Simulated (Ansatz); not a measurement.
Consider the substitution at a C–C bond: `C/C=C/CF` + `O[SiH2]CS` → `CSC[SiH2]O` + `C=CCF`.

Program: Ansatz. Geometries: PBE0-D4/def2-TZVP. ΔE: electronic, gas phase. CCSD(T)/CBS is the MP2 limit (def2-TZVPP, def2-QZVPP) plus CCSD(T) − MP2 in def2-TZVPP, frozen cores. This one scheme is used for every species. DFT in def2-TZVPP. B3LYP here is the variant with VWN-RPA as its local correlation; programs differ in this. Each species was taken in one conformer, which may not be the lowest.

```tsv
level	ΔE (kJ/mol)
BLYP-D4	11.7
B3LYP-D4	13.9
r2SCAN0-D4	16.4
PBE-QIDH	17.5
revPBE	16.4
PBE0	17.9
RPA@PBE/def2-TZVPP	17.7
HF/def2-TZVPP	21.1
```

Question: What does CCSD(T)/CBS give? (Estimate.)

Answer: Ansatz gave: +14.1 kJ/mol. The listed levels differ from it by -2.4, -0.2, 2.3, 3.4, 2.3, 3.8, 3.6, 7.0 kJ/mol.

Largest T1 diagnostic among the species: 0.011.

The D4 term adds −4.2 kJ/mol with B3LYP and −2.3 kJ/mol with PBE0; it sums over pairs of atoms, weighted by their polarisabilities, and B3LYP, whose exchange is more repulsive, gets the larger term. Leaving LDA and LC-ωPBE aside and taking each functional with its dispersion term where it has one, the values, not all of them listed here, spread over 6.1 kJ/mol, from revPBE-D4 to PBE-QIDH. At CCSD(T), def2-SVP lies +12.8 kJ/mol from the extrapolated value and def2-TZVPP +3.0 kJ/mol.
